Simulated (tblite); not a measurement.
Species: C5H6Cl2O.
SMILES with atom numbers: `[CH2:1]=[CH:2][O:3]/[CH:4]=[CH:5]\[CH:6]([Cl:7])[Cl:8]` (hydrogens: H9, H10 on C1; H11 on C2; H12 on C4; H13 on C5; H14 on C6)

Computed with GFN2-xTB (tblite), gas phase: Langevin dynamics at 400 K from the optimised GFN2-xTB geometry, time step 0.5 fs, friction 0.01 fs⁻¹, 2000 steps. The instantaneous temperature is 2·E(kin)/(3Nk) with all 3N coordinates.

```tsv
t (fs)	T (K)	E(pot) above start (eV)	C1=C2 (Å)	C2–O3 (Å)	O3–C4 (Å)	C4=C5 (Å)	C5–C6 (Å)	C1–H9 (Å)	C1–C2–O3–C4 (°)
0	310	0.000	1.322	1.362	1.345	1.333	1.479	1.075	180
50	317	0.407	1.312	1.398	1.362	1.353	1.498	1.122	172
100	310	0.551	1.344	1.410	1.322	1.332	1.489	1.060	161
150	325	0.424	1.303	1.348	1.327	1.303	1.469	1.072	165
200	261	0.574	1.358	1.341	1.346	1.366	1.503	1.112	178
250	312	0.443	1.319	1.367	1.353	1.335	1.501	1.061	-179
300	392	0.302	1.352	1.356	1.359	1.360	1.468	1.092	-173
350	453	0.588	1.308	1.410	1.368	1.347	1.460	1.103	-165
400	423	0.741	1.387	1.377	1.340	1.322	1.460	1.031	-174
450	508	0.664	1.275	1.349	1.333	1.372	1.458	1.109	160
500	369	0.798	1.346	1.332	1.381	1.298	1.520	1.135	157
550	391	0.583	1.329	1.382	1.306	1.347	1.506	1.023	163
600	349	0.379	1.343	1.356	1.334	1.323	1.467	1.087	152
650	253	0.378	1.300	1.369	1.381	1.327	1.499	1.051	163
700	316	0.561	1.361	1.339	1.281	1.330	1.446	1.094	176
750	310	0.439	1.312	1.379	1.329	1.347	1.532	1.124	180
800	386	0.348	1.327	1.379	1.381	1.331	1.457	1.060	-179
850	358	0.585	1.321	1.361	1.347	1.342	1.488	1.078	-168
900	474	0.643	1.322	1.318	1.332	1.334	1.516	1.073	-151
950	406	0.553	1.351	1.332	1.375	1.329	1.458	1.107	-171
1000	396	0.592	1.300	1.353	1.327	1.336	1.539	1.071	-172
```

Question: From 500 fs on, how do temperature and potential energy compare with equipartition?

Answer: The mean temperature of these 11 frames is 364 K against the target 400 K, and the mean potential energy 0.53 eV against 36 × kT/2 = 0.62 eV for 36 classical harmonic modes. For 14 atoms in a canonical ensemble the temperature itself scatters by T·√(2/(3N)) = 87 K; here its standard deviation is 56 K. The whole run lasts only 10 friction times of 100 fs, so these averages carry a wide statistical error.

Question: What are the kinetic and total energies of the listed frame with the highest potential energy?

Answer: The one at 500 fs, 0.798 eV above the start. Its kinetic energy is 3NkT/2 = 0.667 eV at 369 K, so the sum is 1.47 eV; over the listed frames the sum runs from 0.56 to 1.58 eV, since the thermostat adds and removes energy.

Question: How much do the listed bonds fluctuate from 500 fs on?

Answer: 
```json
{"bond": "C1=C2", "at the start (Å)": "1.322", "mean (Å)": "1.329", "standard deviation (Å)": "0.019"}
{"bond": "C2–O3", "at the start (Å)": "1.362", "mean (Å)": "1.354", "standard deviation (Å)": "0.021"}
{"bond": "O3–C4", "at the start (Å)": "1.345", "mean (Å)": "1.343", "standard deviation (Å)": "0.032"}
{"bond": "C4=C5", "at the start (Å)": "1.333", "mean (Å)": "1.331", "standard deviation (Å)": "0.013"}
{"bond": "C5–C6", "at the start (Å)": "1.479", "mean (Å)": "1.494", "standard deviation (Å)": "0.031"}
{"bond": "C1–H9", "at the start (Å)": "1.075", "mean (Å)": "1.082", "standard deviation (Å)": "0.031"}
```

The motion is classical and holds no zero-point motion.

The cost below is that of the whole dynamics run. Hardware: Arm Neoverse N1, one thread, shared host with 64 logical CPUs at a one-minute load of 51. Cost: 24 s, 0.18 GiB resident at most.
